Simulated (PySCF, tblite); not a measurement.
Isomers of C4H9FSSi. Method: GFN2-xTB as coded in tblite; computed harmonic values from a numerical Hessian at the method's own geometry, unscaled. The method is semi-empirical: single wavenumbers can be off by several per cent or more. Modes of hydrogen on silicon can be 10 to 20 % off. One conformer each.

Electronic energies: PBE0/pcSseg-1 single points on the GFN2-xTB geometries (PySCF, gas phase).

```json
{"SMILES": "C/C=C(/[SiH2]F)SC", "electronic energy, lowest = 0 (kJ/mol)": "0.0"}
{"SMILES": "C[SiH2]C[C@@H]1S[C@@H]1F", "electronic energy, lowest = 0 (kJ/mol)": "123.5"}
{"SMILES": "CC[SiH2][C@@H]1S[C@@H]1F", "electronic energy, lowest = 0 (kJ/mol)": "141.7"}
```

Task: How do GFN2-xTB zero-point energies change the relative energies?

Result: 
```json
{"SMILES": "C/C=C(/[SiH2]F)SC", "ZPE (kJ/mol)": "305.2", "of it from modes above 1550 cm⁻¹": "164.3", "electronic (kJ/mol)": "0.0", "with ZPE, lowest = 0 (kJ/mol)": "0.0", "lowest mode (cm⁻¹)": "44", "rings": "0"}
{"SMILES": "C[SiH2]C[C@@H]1S[C@@H]1F", "ZPE (kJ/mol)": "306.6", "of it from modes above 1550 cm⁻¹": "153.1", "electronic (kJ/mol)": "123.5", "with ZPE, lowest = 0 (kJ/mol)": "124.9", "lowest mode (cm⁻¹)": "35", "rings": "1"}
{"SMILES": "CC[SiH2][C@@H]1S[C@@H]1F", "ZPE (kJ/mol)": "308.6", "of it from modes above 1550 cm⁻¹": "152.8", "electronic (kJ/mol)": "141.7", "with ZPE, lowest = 0 (kJ/mol)": "145.1", "lowest mode (cm⁻¹)": "36", "rings": "1"}
```

The zero-point energies span 3.4 kJ/mol, from `C/C=C(/[SiH2]F)SC` to `CC[SiH2][C@@H]1S[C@@H]1F`. The order is unchanged.

Task: And how do the electronic energies of GFN2-xTB itself compare?

Result: `C/C=C(/[SiH2]F)SC` 0.0; `C[SiH2]C[C@@H]1S[C@@H]1F` 158.5; `CC[SiH2][C@@H]1S[C@@H]1F` 164.7 kJ/mol, lowest = 0. Against the energies above, taken from the same isomer `C/C=C(/[SiH2]F)SC`, the largest difference is 35.0 kJ/mol.

Task: What do entropy and thermal enthalpy add at 298.15 K and 1 bar (rigid rotor, harmonic oscillator, one conformer each)?

Result: 
| SMILES | point group | symmetry number | S (J/(mol K)) | H − H(0) (kJ/mol) | ZPE + H − H(0) − TS (kJ/mol) |
| --- | --- | --- | --- | --- | --- |
| C/C=C(/[SiH2]F)SC | C1 | 1 | 423.8 | 30.07 | 208.9 |
| C[SiH2]C[C@@H]1S[C@@H]1F | C1 | 1 | 405.8 | 27.50 | 213.2 |
| CC[SiH2][C@@H]1S[C@@H]1F | C1 | 1 | 410.0 | 27.69 | 214.1 |
